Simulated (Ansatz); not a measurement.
In(PH3)F3 (InPH₃F₃). Charge 0, multiplicity 1. Geometry relaxed at r2SCAN-D4/def2-SVP.

```xyz
8

In    0.414   -1.328    0.601
P    -0.333    1.069   -0.486
H    -0.570    1.125   -1.881
H     0.554    2.165   -0.348
H    -1.528    1.667   -0.015
F     1.998   -1.646   -0.505
F    -1.216   -2.334    0.193
F     0.680   -0.717    2.442
```

In the def2 sets In takes a core potential; there is no spin–orbit coupling.

(1) Estimate the harmonic wavenumbers at RKS r2SCAN-D4/def2-SVP (Ansatz, unscaled). Is this a minimum?

Results:

(1) 38, 39, 49, 115, 115, 143, 190, 331, 331, 578, 621, 621, 955, 1104, 1104, 2464, 2496, 2497 cm⁻¹. Yes, no mode is imaginary beyond noise. Zero-point energy 82.5 kJ/mol. Run time 53 s (4 threads of AMD EPYC 7R43 on a shared host).
